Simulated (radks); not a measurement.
All-electron atom: B- in [He] 2s2 2p2. All-electron calculation, non-relativistic Kohn-Sham, PBEsol, spin-polarised, spherical densities, point nucleus; open shells are filled with parallel spins first; hard spherical wall at 8 bohr. Program: a radial shooting solver on a logarithmic mesh with Libxc functionals. Some entries of the table are withheld. Estimate them.

orbital,occ.,eigenvalue (eV),r(max) (bohr),<r^2> (bohr^2)
1s up,1,-170.5340,0.2113,0.1487
1s down,1,-170.1371,0.2111,0.1479
2s up,1,-2.1503,1.560,5.453
2s down,1,-0.4298,1.579,5.838
2p up,2,3.2060,1.761,9.378
2p down,0,4.7018,1.869,10.97
3s up,0,6.7753,5.193,25.11
3s down,0,7.6767,5.303,25.52
3p up,0,8.8191,(1),(2)
3d up,0,8.9256,5.133,25.87
3d down,0,9.7635,5.249,26.66
3p down,0,9.8523,(3),(4)

Answer. 
(1) 3p up r(max) (bohr): 5.546
(2) 3p up <r^2> (bohr^2): 23.46
(3) 3p down r(max) (bohr): 5.651
(4) 3p down <r^2> (bohr^2): 22.73
